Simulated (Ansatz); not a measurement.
Ideal-gas functions of CBF5O (`FB(F)OC(F)(F)F`) at 400 K and 1 bar, from an Ansatz frequency run at PBE0-D4/def2-TZVP.

Molar mass 133.81 g/mol, point group Cs (symmetry number 1), electronic degeneracy 1, moments of inertia 130.613, 359.824, 402.339 u Å². Harmonic wavenumbers (cm⁻¹, unscaled): 57, 93, 139, 357, 367, 438, 508, 606, 622, 684, 699, 842, 996, 1240, 1257, 1306, 1448, 1503.

Use S(trans) = R[1.5 ln M + 2.5 ln T − 1.1517]; rotational temperatures θ = 24.2544 K / I; S(rot) = R[ln(√π/σ · √(T³/θAθBθC)) + 1.5]; for each mode x = 1.438777 ν̃/T, S = R[x/(eˣ − 1) − ln(1 − e⁻ˣ)] and H = RT x/(eˣ − 1); 1 cm⁻¹ = 0.0119627 kJ/mol; R = 8.31446 J/(mol·K).

By hand: the entropy, in J/(mol·K).

Translation 176.0. Rotation: θ = 0.1857, 0.0674, 0.0603 K, giving 121.8. Vibration, mode by mode: 21.50, 17.46, 14.16, 6.78, 6.58, 5.34, 4.37, 3.31, 3.16, 2.65, 2.54, 1.69, 1.09, 0.53, 0.50, 0.44, 0.28, 0.24, in all 92.6. Electronic 0.0. Sum 390.4 J/(mol·K).

By hand: H − E and G − E in kJ/mol, counted from the electronic energy.

Zero-point energy ½ × 13162 × 0.0119627 = 78.7; thermal vibration 19.0; translation, rotation and pV give 4 RT = 13.3. H − E = 111.0 kJ/mol, and G − E = 111.0 − 400 × 390.4/1000 = -45.2 kJ/mol.

Vibration gives 24 % of the entropy, 53.1 J/(mol·K) of it from the modes under 150 cm⁻¹: soft modes count most, and the harmonic formula is weakest for them. The sum counts one conformer and one mirror image; others add a mixing term.
